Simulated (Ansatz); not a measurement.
`C[NH][GeH]([F])[Cl]` and `C[NH][GeH]([Cl])[Cl]` differ in one atom or group.

Ansatz, PBE0-D4/def2-TZVP geometries, multiplicity 1. Each molecule was computed in one conformer, which needn't be the lowest.

Scalar relativity is left out up to krypton.

```json
{"property": "LUMO energy (ωB97M-V/def2-TZVPP) / eV", "`C[NH][GeH]([F])[Cl]`": "1.96"}
{"property": "LUMO energy (PBE/def2-TZVPP) / eV", "`C[NH][GeH]([F])[Cl]`": "-1.00"}
{"property": "HOMO energy (ωB97M-V/def2-TZVPP) / eV", "`C[NH][GeH]([F])[Cl]`": "-9.85"}
{"property": "HOMO–LUMO gap (ωB97M-V/def2-TZVPP) / eV", "`C[NH][GeH]([F])[Cl]`": "11.82"}
{"property": "LUMO energy (PBE0/def2-TZVPP) / eV", "`C[NH][GeH]([F])[Cl]`": "0.03"}
{"property": "HOMO–LUMO gap (B3LYP/def2-TZVPP) / eV", "`C[NH][GeH]([F])[Cl]`": "6.97"}
```

(1) Give the same properties after the change, and the shifts. (Best estimate.)

Answers

(1) Ansatz gave: 
```
                               property  `C[NH][GeH]([Cl])[Cl]`  shift
  LUMO energy (ωB97M-V/def2-TZVPP) / eV                    1.58  -0.38
      LUMO energy (PBE/def2-TZVPP) / eV                   -1.42  -0.42
  HOMO energy (ωB97M-V/def2-TZVPP) / eV                   -9.83   0.02
HOMO–LUMO gap (ωB97M-V/def2-TZVPP) / eV                   11.41  -0.41
     LUMO energy (PBE0/def2-TZVPP) / eV                   -0.42  -0.45
  HOMO–LUMO gap (B3LYP/def2-TZVPP) / eV                    6.52  -0.45
```

B3LYP here is the variant with VWN-RPA as its local correlation; programs differ in this.
